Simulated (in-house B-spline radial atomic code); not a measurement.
# Ionising Mg⁺ with different functionals

Computed with a B-spline radial code for spherical atoms: scalar-relativistic (spin-free X2C) Hamiltonian, Fermi nucleus of rms radius 3.057 fm, spin-polarised at highest spin, spherical fractional occupations for the functionals, the average over the highest-spin determinants for Hartree-Fock. The ionisation energy is the difference of two self-consistent energies, [Ne] 3s1 → [He] 2s2 2p6, without Breit or QED terms; ε is the level of the shell that loses the electron (its least bound occupied spin orbital).

| method | rung | ΔSCF (eV) | -ε(3s) (eV) |
| --- | --- | --- | --- |
| Hartree-Fock | Hartree-Fock | 14.75 | 14.76 |
| HF fractional | Hartree-Fock | 14.75 | 14.76 |
| LDA VWN5 | LDA | 15.38 | 12.00 |
| LDA PW92 | LDA | 15.37 | 12.00 |
| LDA exchange-only | LDA | 14.72 | 11.37 |
| PBE | GGA | 15.36 | 11.92 |
| PBEsol | GGA | 15.20 | 11.89 |
| BLYP | GGA | 15.47 | 11.84 |
| RPBE | GGA | 15.33 | 11.87 |
| PW91 | GGA | 15.40 | 11.97 |
| BP86 | GGA | 15.28 | 12.03 |
| AM05 | GGA | 15.16 | 11.88 |
| OLYP | GGA | 15.26 | 11.71 |
| TPSS | meta-GGA | 15.10 | 11.86 |
| SCAN | meta-GGA | 15.09 | 12.09 |
| revTPSS | meta-GGA | 15.04 | 11.89 |
| PBE0 | global hybrid | 15.26 | 12.73 |
| B3LYP | global hybrid | 15.51 | 12.63 |
| TPSSh | global hybrid | 15.08 | 12.18 |
| BHandHLYP | global hybrid | 15.32 | 13.46 |
| r2SCAN0 | global hybrid | 15.06 | 12.83 |
| B97-1 | global hybrid | 15.02 | 12.40 |
| HSE06 | range-separated hybrid | 15.26 | 12.34 |
| wB97X | range-separated hybrid | 14.64 | 14.55 |
| CAM-B3LYP | range-separated hybrid | 15.49 | 13.96 |
| LC-wPBE | range-separated hybrid | 15.18 | 15.04 |

(1) Among the functionals, which spreads more, the ΔSCF values or the orbital energies?

(2) How do they compare with the NIST value?

Answers

(1) The orbital energies: ΔSCF values span about 0.87 eV and the orbital energies 3.66 eV; here energy differences depend much less on the functional than eigenvalues do.

(2) NIST lists 15.035 eV (measured, ground level to ground level). Errors run from -0.40 to +0.47 eV; revTPSS is closest (+0.00 eV), but part of that can be cancellation, since the calculations leave out Breit-QED terms. Hartree-Fock also lacks correlation.
